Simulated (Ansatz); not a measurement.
Reactions of CH4ClFSSn, SMILES `C[S][SnH]([F])[Cl]`.

Program: Ansatz. Geometries: PBE0-D4/def2-TZVP. ΔE: electronic, gas phase. CCSD(T)/CBS adds triple-zeta CCSD(T) − MP2 to the extrapolated MP2 energy (def2 sets, frozen cores). This one scheme is used for every species. Functionals use def2-TZVPP. Triplets are unrestricted, without spin–orbit coupling. Elements past krypton have def2 core potentials. For Br, Sn outer-core shells are correlated without core-valence functions, which leaves a few kJ/mol of doubt a bond. Scalar relativity is left out up to krypton. One conformer a species, not always the lowest.

```tsv
reaction	LDA (SPW92) (kcal/mol)
`C[S][SnH]([F])[Cl]` + HCl → `C[S][SnH]([Cl])[Cl]` + H–F	-8.0
`C[S][SnH]([F])[Cl]` + HBr → `[F][SnH]([Cl])[Br]` + CH₃SH	-5.7
`C[S][SnH]([F])[Cl]` + `C[SiH]` → `C[Si]C` + `[F][SnH]([SH])[Cl]`	-14.2
`C[S][SnH]([F])[Cl]` + H₂ → `C[S][SnH2][Cl]` + H–F	7.6
`C[S][SnH]([F])[Cl]` → `[CH2]` (triplet) + `[F][SnH]([SH])[Cl]`	118.6
`C[S][SnH]([F])[Cl]` + CH₃NH₂ → `C[NH][SnH]([F])[Cl]` + CH₃SH	14.9
```

Problem. Give the CCSD(T)/CBS values in the same order. (Best estimate.)

Solution. The calculation gave: -9.0, -7.5, -12.9, 9.6, 102.1, 14.1 kcal/mol.

Largest T1 diagnostic: 0.013, for `[F][SnH]([SH])[Cl]`.
